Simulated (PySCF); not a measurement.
An unknown is described by computed data only.

Formula: C6H17NSi.

| Item | Value |
| --- | --- |
| NMR, other nuclei | isotropic shieldings of nuclei other than C and H, by class: 215 (1 N), 413 (1 Si) ppm [GIAO PBE0/pcSseg-1] |
| UV, first state | lowest singlet excitation: 5.53 eV (224 nm, f = 0.006) [TDDFT PBE0/def2-SVPD] |
| Polarisability | 109.5 au [PBE0/def2-SVPD] |
| 13C NMR | chemical shifts (computed TMS as zero) by class: 48.1 (2 C), 24.2 (4 C) ppm [GIAO PBE0/pcSseg-1] |
| Rotational structure | rotational constants A, B, C: 1.719, 1.344, 1.119 GHz [PBE0-D3(BJ)/def2-SVP] |
| 1H NMR | chemical shifts (computed TMS as zero) by class: 4.62 (3 H), 2.82 (2 H), 1.07 (12 H) ppm [GIAO PBE0/pcSseg-1] |

Gas-phase values; electronic properties from PySCF, density fitting. Levels stand in brackets. Geometry: PBE0-D3(BJ)/def2-SVP, one conformer, isolated molecule. NMR values are class means; diastereotopic atoms form classes of their own.

**Question.** What is the compound? Reason from the data.

**Answer.** Numbering: `[CH3:1][CH:2]([CH3:3])[N:4]([SiH3:5])[CH:6]([CH3:7])[CH3:8]`. Its formula, C6H17NSi, gives 0 degrees of unsaturation, so no ring and no π bond. 6 carbons fall into 2 classes; from least to most shielded: sp3 carbon bound to nitrogen [C2/C6] (48.1 ppm, 2 C, up to 9.7 ppm apart in this geometry), methyl carbon [C1/C3/C7/C8] (24.2 ppm, 4 C, up to 5.2 ppm apart in this geometry). Hydrogen classes from least to most shielded: 3 H on an SiH3 silicon, Si5 (4.62 ppm), 2 H on 2 like atoms (sp3 carbon bound to nitrogen), C2/C6 (2.82 ppm), 12 H on 4 methyl carbons, C1/C3/C7/C8 (1.07 ppm, a mean of values up to 0.6 ppm apart in this geometry). The other shieldings belong to: 215 ppm, silicon-bound nitrogen [N4]; 413 ppm, SiH3 silicon [Si5]. The optimised geometry has point group C1 and is an asymmetric top. Structure: `CC(C)N([SiH3])C(C)C`. The assignments are read from this structure; whether some other isomer fits the data as well wasn't checked.

The values belong to the conformer `[CH3:1][CH:2]([CH3:3])[N:4]([SiH3:5])[CH:6]([CH3:7])[CH3:8]`: C1–C2–N4–Si5 76°, C2–N4–C6–C7 -65°.
